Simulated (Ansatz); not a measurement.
Two isomers of CH6GeN: A = `[CH3][GeH][NH2]`•, B = `C[N][GeH3]`•.

Isolated molecules relaxed with PBE0-D4/def2-TZVP in Ansatz; ΔE leaves out vibrations. CCSD(T)/CBS is the MP2 limit (def2-TZVPP, def2-QZVPP) plus CCSD(T) − MP2 in def2-TZVPP, frozen cores. DFT in def2-TZVPP. Open shells (•) are unrestricted, without spin–orbit coupling. For Ge outer-core shells are correlated without core-valence functions, which leaves a few kJ/mol of doubt a bond. Scalar relativity is left out up to krypton. One conformer a species, not always the lowest.

Which isomer does CCSD(T)/CBS put lower? Give the gap. (Best estimate.)

The calculation gave: A, by 162.5 kJ/mol.

Give E(B) − E(A) in kJ/mol with LDA (SPW92), CCSD(T)/def2-TZVPP, B2PLYP, CCSD(T)/def2-SVP, HF/def2-TZVPP, PBE0-D4, PBE-D4. (Best estimate.)

Computed: LDA (SPW92) 174.2, CCSD(T)/def2-TZVPP 157.4, B2PLYP 160.0, CCSD(T)/def2-SVP 137.9, HF/def2-TZVPP 111.9, PBE0-D4 158.1, PBE-D4 161.8. None reverses the order clearly.

Does the order hold for the free energy at 298.15 K (harmonic terms from PBE0-D4)? (Best estimate.)

Ansatz gave: Yes: G(B) − G(A) = +143.4 kJ/mol, for one conformer each. Modes under 60 cm⁻¹, often nearly free rotors, make the harmonic entropy too high.

Largest T1 diagnostic: 0.014.

At CCSD(T), def2-SVP lies −24.6 kJ/mol from the extrapolated value and def2-TZVPP −5.2 kJ/mol. From PBE to PBE0 (25 % exact exchange), in def2-TZVPP and without D4, E(B) − E(A) moves by −3.8 kJ/mol.
